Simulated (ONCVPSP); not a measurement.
**An odd input for ONCVPSP 4.0.1 (Nb (Z = 41))**

Command:

```bash
oncvpsp.x < Nb.dat > Nb.out
```

Input:

```
# ATOM AND REFERENCE CONFIGURATION
# atsym  z   nc   nv     iexc    psfile
  Nb 41.00    6    4        4      upf
#
#   n    l    f
    1    0    2.00
    2    0    2.00
    2    1    6.00
    3    0    2.00
    3    1    6.00
    3    2   10.00
    4    0    2.00
    4    1    6.00
    4    2    4.00
    5    0    1.00
#
# PSEUDOPOTENTIAL AND OPTIMIZATION
# lmax
    2
#
#   l,   rc,      ep,       ncon, nbas, qcut
    0    2.00    0.00    4    7    6.60
    1    0.30    0.00    4    8    5.70
    2    2.05    0.00    3    8    9.20
#
# LOCAL POTENTIAL
# lloc, lpopt,  rc(5),   dvloc0
    4    1    1.50    0.00
#
# VANDERBILT-KLEINMAN-BYLANDER PROJECTORs
# l, nproj, debl
    0    2    2.50
    1    2    0.40
    2    2    0.40
#
# MODEL CORE CHARGE
# icmod, fcfact, rcfact
    3    5.50    1.05
#
# LOG DERIVATIVE ANALYSIS
# epsh1, epsh2, depsh
   -4.00    5.00    0.02
#
# OUTPUT GRID
# rlmax, drl
    6.00    0.01
#
# TEST CONFIGURATIONS
# ncnf
    4
# nvcnf
#   n    l    f
    4
    4    0    2.00
    4    1    6.00
    4    2    4.00
    5    0    0.00
#
    4
    4    0    2.00
    4    1    6.00
    4    2    3.00
    5    0    0.00
#
    4
    4    0    2.00
    4    1    6.00
    4    2    2.00
    5    0    0.00
#
    4
    4    0    2.00
    4    1    6.00
    4    2    3.00
    5    0    2.00
#
```

This is an input that runs to its end, with one change: rc of l = 1 set to 0.30 bohr.

Q: How does the run end?

A: The program refuses the input: "test_data: rc < rc(lloc) for l = 1. Not allowed.".

```
ONCVPSP  (Optimized Norm-Conservinng Vanderbilt PSeudopotential)
scalar-relativistic version 4.0.1

test_data: rc < rc(lloc) for l = 1.  Not allowed.
ERROR: test_data found   1 ERROR; stopping
```
